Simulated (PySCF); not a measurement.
S₂ (SMILES S=S), triplet, geometry from GFN2-xTB. Base run: R2SCAN/def2-SV(P) (PySCF).

PySCF was given this input:
```python
from pyscf import gto, scf, dft

mol = gto.Mole()
mol.atom = '''
    S    -0.000000   -0.000000   -0.950021
    S     0.000000    0.000000    0.950021
'''
mol.basis = 'def2-sv(p)'
mol.charge = 0
mol.spin = 2
mol.verbose = 4
mol.build()

mf = dft.UKS(mol)
mf.xc = 'r2scan'
mf.kernel()
```

The base run was repeated with changes; each row names its change, and settings that it needs were set with it.

```tsv
change	ΔE vs base (mEh)	fitting functions
base	0.000	-
auxbasis = cc-pvqz-jkfit	-0.064	296
auxbasis = cc-pvdz-jkfit	-0.118	224
auxbasis = autoaux	-0.045	304
auxbasis = even-tempered beta=2.0	-0.034	330
auxbasis = cc-pvtz-ri	-27.435	244
auxbasis = default (with mf = mf.density_fit())	-0.118	102
auxbasis = def2-universal-jfit	-0.118	102
auxbasis = even-tempered beta=3.0	-2.784	220
auxbasis = def2-tzvp-ri	-29.611	226
```

A fitting set is made for a task (jfit for Coulomb, jkfit for Coulomb and exchange, ri for correlation) and for a family of orbital bases.

Open shells are given as the SCF converged; they aren't shown to be the lowest states, and a large step between rows can be another state.
